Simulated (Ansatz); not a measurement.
Molecule: sum formula Si₂H₄Cl, charge 0, multiplicity 2. It need not be the lowest isomer of its formula. SMILES: Cl[SiH2][SiH2]
Geometry from a B3LYP-D3(BJ)/def2-TZVP (Ansatz, an electronic-structure program) optimisation:
```
Si
H 1 1.4791
H 1 1.4817 2 108.94
Cl 1 2.0757 2 108.28 3 116.02
Si 1 2.3307 2 110.38 3 -125.79
H 5 1.4840 1 113.42 2 -177.33
H 5 1.4860 6 110.31 1 128.02
```
Charge 0, spin multiplicity 2.

Wanted: atomisation energy (electronic, to ground-state atoms), in eV. Valence correlation only, unless marked. UHF or UKS for open shells. Spin-orbit coupling is left out. Non-relativistic unless marked X2C. The coupled-cluster limit lacks core correlation, which all-electron functionals hold. Basis-set limits of correlation are two-point, X^-3; Hartree-Fock from the larger set. [CCSD(T)-MP2]/basis is that difference in the basis named.

```json
[
 {"level": "SVWN5/def2-TZVPD", "program": "Ansatz", "atomisation energy (eV)": "21.87", "minus last row": "1.98"},
 {"level": "BLYP-D3(BJ)/def2-TZVPD", "program": "Ansatz + dftd3", "atomisation energy (eV)": "19.48", "minus last row": "-0.41"},
 {"level": "BLYP-D4/def2-TZVPD", "program": "Ansatz + dftd4", "atomisation energy (eV)": "19.45", "minus last row": "-0.44"},
 {"level": "BHLYP-D3(BJ)/def2-TZVPD", "program": "Ansatz + dftd3", "atomisation energy (eV)": "19.62", "minus last row": "-0.27"},
 {"level": "BHLYP-D4/def2-TZVPD", "program": "Ansatz + dftd4", "atomisation energy (eV)": "19.58", "minus last row": "-0.31"},
 {"level": "HSE06-D4/def2-TZVPD", "program": "Ansatz + dftd4", "atomisation energy (eV)": "19.67", "minus last row": "-0.22"},
 {"level": "LC-wPBE-D3(BJ)/def2-TZVPD", "program": "Ansatz + dftd3", "atomisation energy (eV)": "19.71", "minus last row": "-0.18"},
 {"level": "LC-wPBE/def2-TZVPD", "program": "Ansatz", "atomisation energy (eV)": "19.53", "minus last row": "-0.36"},
 {"level": "wB97M-V/def2-TZVPD", "program": "Ansatz", "atomisation energy (eV)": "19.76", "minus last row": "-0.13"},
 {"level": "SCS-MP2/cc-pV(D+d)Z", "program": "Ansatz", "atomisation energy (eV)": "18.08", "minus last row": "-1.81"},
 {"level": "CCSD/CBS(aug-cc-pV(T+d)Z,aug-cc-pV(Q+d)Z)", "program": "Ansatz", "atomisation energy (eV)": "19.65", "minus last row": "-0.24"},
 {"level": "X2C-CCSD(T)/cc-pVTZ-DK", "program": "Ansatz", "atomisation energy (eV)": "18.99", "minus last row": "-0.90"},
 {"level": "RI-MP2/CBS(cc-pV(T+d)Z,cc-pV(Q+d)Z)+[CCSD(T)-MP2]/cc-pV(T+d)Z", "program": "Ansatz", "atomisation energy (eV)": "19.84", "minus last row": "-0.05"},
 {"level": "RI-MP2/CBS(aug-cc-pV(T+d)Z,aug-cc-pV(Q+d)Z)+[CCSD(T)-MP2]/aug-cc-pV(Q+d)Z", "program": "Ansatz", "atomisation energy (eV)": "19.87", "minus last row": "-0.02"},
 {"level": "CCSD(T)/CBS(aug-cc-pV(T+d)Z,aug-cc-pV(Q+d)Z)", "program": "Ansatz", "atomisation energy (eV)": "19.89", "minus last row": "0.00"}
]
```
